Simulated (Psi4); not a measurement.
C3H2N (SMILES [CH-]=CC#N), charge -1, singlet, at a GFN2-xTB geometry (a gas-phase anion, which may not be bound at this level), with bond 4-1 at 2.2 times its length; HF/3-21G run with Psi4.

Here is a job for Psi4.
```
memory 2 GB

molecule {
-1 1
C    -0.29085219   -1.68925099    0.01404687
C     0.49767615   -0.58077414   -0.00168065
C    -0.03750760    0.70088789   -0.00410519
H     1.16650505   -3.73197664    0.01132809
H     1.61946705   -0.53333380   -0.01420507
N    -0.42956402    1.79513142   -0.00688174
}

set {
  basis 3-21g
  stability_analysis check
  scf_type pk
}

energy('scf')
print_variables()
```

Task: Write the output that Psi4 gives for this input, abridged.

Result: 
```
   => Loading Basis Set <=

    Name: 3-21G
    Role: ORBITAL
    Keyword: BASIS

         ---------------------------------------------------------
                                   SCF
               by Justin Turney, Rob Parrish, Andy Simmonett
                          and Daniel G. A. Smith
                              RHF Reference
         ---------------------------------------------------------

  ==> Geometry <==

    Molecular point group: c1
    Full point group: C1

    Geometry (in Angstrom), charge = -1, multiplicity = 1:

       Center              X                  Y                   Z               Mass
    ------------   -----------------  -----------------  -----------------  -----------------
         C           -0.268251712167    -1.727872172012     0.014049419985    12.000000000000
         C            0.520276627833    -0.619395322012    -0.001678100015    12.000000000000
         C           -0.014907122167     0.662266707988    -0.004102640015    12.000000000000
         H            1.189105527833    -3.770597822012     0.011330639985     1.007825032230
         H            1.642067527833    -0.571954982012    -0.014202520015     1.007825032230
         N           -0.406963542167     1.756510237988    -0.006879190015    14.003074004430

  Running in c1 symmetry.

  Rotational constants: A =      1.97300  B =      0.15965  C =      0.14770 [cm^-1]
  Rotational constants: A =  59148.91488  B =   4786.17317  C =   4427.88081 [MHz]
  Nuclear repulsion =   80.584148168745841

  Charge       = -1
  Multiplicity = 1
  Electrons    = 28
  Nalpha       = 14
  Nbeta        = 14

  ==> Algorithm <==

  SCF Algorithm Type is PK.
  DIIS enabled.
  MOM disabled.
  Fractional occupation disabled.
  Guess Type is SAD.
  Energy threshold   = 1.00e-06
  Density threshold  = 1.00e-06
  Integral threshold = 1.00e-12

  ==> Primary Basis <==

  Basis Set: 3-21G
    Blend: 3-21G
    Number of shells: 24
    Number of basis functions: 40
    Number of Cartesian functions: 40
    Spherical Harmonics?: false
    Max angular momentum: 1

  ==> Integral Setup <==

  Using in-core PK algorithm.
   Calculation information:
      Number of atoms:                   6
      Number of AO shells:              24
      Number of primitives:             42
      Number of atomic orbitals:        40
      Number of basis functions:        40

      Integral cutoff                 1.00e-12
      Number of threads:                 1

  Performing in-core PK
  Using 673220 doubles for integral storage.
  We computed 39673 shell quartets total.
  Whereas there are 45150 unique shell quartets.

  ==> DiskJK: Disk-Based J/K Matrices <==

    J tasked:                  Yes
    K tasked:                  Yes
    wK tasked:                  No
    Schwarz Cutoff:          1E-12

  Minimum eigenvalue in the overlap matrix is 5.3374444251E-03.
  Reciprocal condition number of the overlap matrix is 1.3853745190E-03.
    Using symmetric orthogonalization.

  ==> Pre-Iterations <==

  SCF Guess: Superposition of Atomic Densities via on-the-fly atomic UHF (no occupation information).

   -------------------------
    Irrep   Nso     Nmo
   -------------------------
     A         40      40
   -------------------------
    Total      40      40
   -------------------------

  ==> Iterations <==

                        Total Energy        Delta E     RMS |[F,P]|

   @RHF iter SAD:  -166.61096444545475   -1.66611e+02   0.00000e+00
   @RHF iter   1:  -167.89666797158057   -1.28570e+00   9.94203e-03 ADIIS/DIIS
   @RHF iter   2:  -167.97671540299194   -8.00474e-02   7.59042e-03 ADIIS/DIIS
   @RHF iter   3:  -168.01664216469123   -3.99268e-02   1.40310e-03 ADIIS/DIIS
   @RHF iter   4:  -168.01882855352110   -2.18639e-03   7.71069e-04 ADIIS/DIIS
   @RHF iter   5:  -168.01952209279870   -6.93539e-04   1.78432e-04 ADIIS/DIIS
   @RHF iter   6:  -168.01957708358617   -5.49908e-05   6.11541e-05 DIIS
   @RHF iter   7:  -168.01958628375590   -9.20017e-06   2.07367e-05 DIIS
   @RHF iter   8:  -168.01958761169385   -1.32794e-06   1.03203e-05 DIIS
   @RHF iter   9:  -168.01958806698624   -4.55292e-07   4.00758e-06 DIIS
   @RHF iter  10:  -168.01958814977024   -8.27840e-08   1.43206e-06 DIIS
   @RHF iter  11:  -168.01958815852967   -8.75943e-09   4.45970e-07 DIIS
  Energy and wave function converged.

	Presorting SO-basis two-electron integrals.
	Sorting File: SO Ints (nn|nn) nbuckets = 1
	Constructing frozen core operators
	Starting first half-transformation.
	Sorting half-transformed integrals.
	First half integral transformation complete.
	Starting second half-transformation.
	Two-electron integral transformation complete.
	Starting first half-transformation.
	Sorting half-transformed integrals.
	First half integral transformation complete.
	Starting second half-transformation.
	Two-electron integral transformation complete.
    Lowest singlet (RHF->RHF) stability eigenvalues:
       A 0.144233         A 0.176274         A 0.192116         A 0.208260
       A 0.215056

    Lowest triplet (RHF->UHF) stability eigenvalues:
       A -0.129782        A 0.008091         A 0.042194         A 0.063722
       A 0.070410

  ==> Post-Iterations <==

    Orbital Energies [Eh]
    ---------------------

    Doubly Occupied:

       1A    -15.343226     2A    -11.078209     3A    -11.075648
       4A    -11.026506     5A     -1.086592     6A     -0.898784
       7A     -0.643968     8A     -0.491135     9A     -0.400114
      10A     -0.367749    11A     -0.321462    12A     -0.262188
      13A     -0.200503    14A     -0.059137

    Virtual:

      15A      0.255276    16A      0.295891    17A      0.385773
      18A      0.477988    19A      0.486299    20A      0.614157
      21A      0.760134    22A      0.815768    23A      1.107066
      24A      1.127971    25A      1.149075    26A      1.206027
      27A      1.221909    28A      1.262182    29A      1.301725
      30A      1.329657    31A      1.415506    32A      1.450207
      33A      1.519966    34A      1.606100    35A      1.655164
      36A      1.708837    37A      1.748979    38A      2.006177
      39A      2.173886    40A      3.388714

    Final Occupation by Irrep:
              A
    DOCC [    14 ]
    NA   [    14 ]
    NB   [    14 ]

  @RHF Final Energy:  -168.01958815852967

   => Energetics <=

    Nuclear Repulsion Energy =             80.5841481687458412
    One-Electron Energy =                -390.6970089618842508
    Two-Electron Energy =                 142.0932726346087236
    Total Energy =                       -168.0195881585296718

Computation Completed

Properties will be evaluated at   0.000000,   0.000000,   0.000000 [a0]

Properties computed using the SCF density matrix

 Multipole Moments:

 ------------------------------------------------------------------------------------
     Multipole            Electronic (a.u.)      Nuclear  (a.u.)        Total (a.u.)
 ------------------------------------------------------------------------------------

 L = 1.  Multiply by 2.5417464519 to convert [e a0] to [Debye]
 Dipole X            :         -2.8784016            2.6553204           -0.2230812
 Dipole Y            :          7.3028482           -4.0761125            3.2267357
 Dipole Z            :         -0.0156781           -0.0026723           -0.0183504
 Magnitude           :                                                    3.2344899

 ------------------------------------------------------------------------------------

  Variable Map:
  ----------------------------------------------------------------------------
  "CURRENT ENERGY"           =>    -168.019588158530
  "CURRENT REFERENCE ENERGY" =>    -168.019588158530
  "DD SOLVATION ENERGY"      =>       0.000000000000
  "HF KINETIC ENERGY"        =>     167.601220064978
  "HF POTENTIAL ENERGY"      =>    -335.620808223508
  "HF TOTAL ENERGY"          =>    -168.019588158530
  "HF VIRIAL RATIO"          =>       2.002496211504
  "NUCLEAR REPULSION ENERGY" =>      80.584148168746
  "ONE-ELECTRON ENERGY"      =>    -390.697008961884
  "PCM POLARIZATION ENERGY"  =>       0.000000000000
  "PE ENERGY"                =>       0.000000000000
  "SCF ITERATION ENERGY"     =>    -168.019588158530
  "SCF ITERATIONS"           =>      11.000000000000
  "SCF TOTAL ENERGY"         =>    -168.019588158530
  "TWO-ELECTRON ENERGY"      =>     142.093272634609

  Array Variable Map:
  ----------------------------------------------------------------------------
  "CURRENT DIPOLE"           =>      -0.223081244107 ... -0.018350398126 1 by 3
  "SCF DIPOLE"               =>      -0.223081244107 ... -0.018350398126 1 by 3
  "SCF TOTAL ENERGIES"       =>    -166.610964445455 ... -168.019588158530 1 by 12
```
